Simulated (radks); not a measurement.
Ca III, configuration [Ar] (the NIST ground configuration). All-electron calculation, Dirac Kohn-Sham, PBE, spin-unpolarised, spherical densities, point nucleus. Program: a radial shooting solver on a logarithmic mesh with Libxc functionals.

Spin-orbit splittings of the eigenvalues, e(l+1/2) - e(l-1/2), with zeta = 2 splitting/(2l+1) and mean radii in bohr:

| shell | occ. | splitting (eV) | zeta (eV) | <r> j=l-1/2 | <r> j=l+1/2 |
|---|---|---|---|---|---|
| 2p | 6 | ? | ? | 0.3260 | 0.3286 |
| 3p | 6 | 0.3895 | 0.2596 | 1.253 | 1.260 |

Estimate the 2p splitting.

Answer. 3.688 eV (zeta = 2.458 eV).
